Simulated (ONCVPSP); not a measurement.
# PBEsol ONCV dataset for Gd (Z = 64), fully relativistic all-electron reference.

Gd (Z = 64), optimised norm-conserving Vanderbilt (ONCV), made with ONCVPSP 4.0.1 (PBEsol, fully relativistic). Core [Kr] 4d10, reference 4f7 5s2 5p6 5d1 6s1.5 6p0.5. Waves: 5s+6s: rc 1.80 bohr, ncon 4, nbas 8, qcut 6.7 1/bohr, 2 projectors; 5p+6p: rc 2.65 bohr, ncon 4, nbas 8, qcut 5.1 1/bohr, 2 projectors; 5d: rc 2.50 bohr, ncon 5, nbas 10, qcut 4.4 1/bohr, 3 projectors, debl 1 Ha; 4f: rc 1.10 bohr, ncon 4, nbas 9, qcut 16.9 1/bohr, 1 projector. Local part: polynomial inside 0.70 bohr (lpopt 2, dvloc0 0 Ha). Core correction: polynomial model core, fcfact 0.7.

Open shells are filled in proportion to 2j + 1.

What the tests gave:

```
Cutoffs needed             : 114 Ha and 125 Ha (the cutoffs (Ha) at which the residual kinetic energy of the hardest occupied pseudo-wave falls to 1 and 0.1 mHa per electron)
Ghost test                 : ghosts flagged at negative energy: s at -283.0 eV, p3/2 at -24.2 eV; GHOST(+) flagged for p1/2 at 3.1 eV, d5/2 at 205.7 eV, d3/2 at 238.5 eV; a true bound ghost makes a file unfit for plane-wave use
Configuration tests        : 1 of 4 tests not solved or not reliable
rms error of d²Exc/dni dnj : 6.41 mHa without and 2.36 mHa with the model core
```

Generation and tests took about 14 s on one core of a shared server CPU.
